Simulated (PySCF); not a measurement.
## Induced dipoles and field energies

Species: C5H5ClFNO.
Structure used (GFN2-xTB), in Å, numbered top down from 1:
```
atom  x, y, z in Å
N1     3.4414   -1.3958    1.3890
C2     2.6532   -0.7442    0.8826
C3     1.6631    0.0926    0.2341
O4     0.3777   -0.4474    0.4991
C5    -0.7066    0.1339   -0.0718
C6    -0.7777    1.2365   -0.8151
F7     0.2751    2.0187   -1.1424
C8    -1.9463   -0.6603    0.2077
Cl9   -2.3104   -1.7272   -1.1869
H10    1.7548    1.1134    0.6325
H11    1.8720    0.1091   -0.8454
H12   -1.7011    1.6042   -1.2288
H13   -1.7785   -1.3074    1.0670
H14   -2.8173   -0.0264    0.3563
```

Level: PBE0/def2-SVPD (PySCF); nuclei fixed, core orbitals frozen in the response. Permanent dipole (-2.553, 2.945, -0.381) D (1 au = 2.5417 D). Static polarisability (au):

```
x   91.98 -0.82 11.82
y   -0.82 84.56 -6.54
z   11.82 -6.54 71.42
```

Only the terms in μ and α are kept: μ(F) = μ + αF and ΔE = −μ·F − ½ F·αF.

Question: Apply 0.01 au along ±x, ±y and ±z in turn. Tabulate induced and total dipoles and both energy terms.

Answer: 
```tsv
field along	induced x (D)	induced y (D)	induced z (D)	total size (D)	−μ·F (kJ/mol)	−½F·αF (kJ/mol)
+x	2.338	-0.021	0.300	2.933	+26.371	-12.075
−x	-2.338	0.021	-0.300	5.760	-26.371	-12.075
+y	-0.021	2.149	-0.166	5.734	-30.420	-11.101
−y	0.021	-2.149	0.166	2.663	+30.420	-11.101
+z	0.300	-0.166	1.815	3.854	+3.936	-9.376
−z	-0.300	0.166	-1.815	4.759	-3.936	-9.376
```

Question: For the field (-0.0010, 0.0080, 0.0090) au, what is the induced dipole, and what angle does it make with the field?

Answer: αF = (0.020, 1.572, 1.471) D, at 7.5° to the field. The polarisability along this direction, F·αF/F², is 69.50 au, against a mean of 82.65 au.

Question: Which field along μ doubles the dipole in that direction (linear response)?

Answer: The polarisability along the dipole is 90.85 au, so F = 1.5407 au / 90.85 au = 0.0170 au = 0.87 V/Å; higher-order terms are ignored.

Question: What field makes μF equal to kT at 100 K?

Answer: kT = 0.3167 × 10⁻³ Eh, so F = 0.000206 au = 1.06 MV/cm.

Question: A unit point charge sits 7 Å away. Estimate the induction energy −αe²/2R⁴ with the mean polarisability, treating the molecule as a point.

Answer: R = 13.23 bohr, so the energy is −82.7/(2 × 13.23⁴) Eh = -3.54 kJ/mol. The charge–dipole term at its most favourable orientation, −μe/R², is -23.1 kJ/mol.

Isolated species at its GFN2-xTB geometry (one conformer only).
